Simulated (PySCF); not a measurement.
**How methods differ on the ionisation energy of Cu+**

Cu+ [Ar] 3d10 (1S) → Cu(2+) [Ar] 3d9 (2D), as a difference of total energies. Computed with PySCF 2.14 in aug-cc-pVTZ-PP with one added diffuse shell each of s, p, d, f, g type with ECP10MDF (7s7p6d4f3g, 113 functions), with scalar relativity through the core potential. Correlated levels: valence: 3s2 3p6 frozen. The calculations carry no spin-orbit coupling.

| method | ionisation energy (eV) |
| --- | --- |
| UHF | 17.125 |
| LDA | 21.491 |
| PBE | 20.751 |
| PBE0 | 20.106 |
| r2SCAN | 20.100 |
| wB97X | 20.202 |
| LC-wPBE | 20.486 |
| wB97M-V | 19.980 |
| MP2 (valence) | 20.868 |
| SCS-MP2 (valence) | 20.426 |

**Question.** How much does correlation contribute at MP2 (valence)?

**Answer.** 20.868 − (17.125) = 3.743 eV, measured against UHF.

The reference lies between the lowest fine-structure levels, while these numbers refer to the centres of the terms.

Errors of the correlated levels include the incompleteness of this basis and the frozen core.

For comparison: 20.292 eV (measured; NIST Atomic Spectra Database, ionization energies).
